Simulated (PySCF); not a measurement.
SMILES [SiH2]([SiH2]Br)O[SiH3] (H7BrOSi3), singlet (GFN2-xTB optimised geometry):

```
12

Si     3.056     0.226     0.000
O      1.432     0.226     0.000
Si    -0.026     0.933     0.000
Si    -1.399    -0.885     0.269
Br    -3.517    -0.173     0.238
H      3.517     1.458    -0.630
H      3.449     0.146     1.403
H      3.392    -0.968    -0.768
H     -0.182     1.647    -1.271
H     -0.074     1.909     1.094
H     -1.417    -1.909    -0.779
H     -1.351    -1.609     1.542
```

Method: PySCF 2.14.0 with CAM-B3LYP/def2-TZVP.

Q: What are the frontier orbital energies and the dipole moment?

A: HOMO-2 -10.30 eV, HOMO-1 -9.46 eV, HOMO -9.11 eV, LUMO -0.13 eV, LUMO+1 0.98 eV; dipole moment 2.58 D.

Meta-Löwdin charges at CAM-B3LYP/def2-TZVP: Si1 0.80, O2 -0.86, Si3 0.70, Si4 0.41, Br5 -0.31, H6 -0.12, H7 -0.12, H8 -0.12, H9 -0.11, H10 -0.11, H11 -0.08, H12 -0.08.
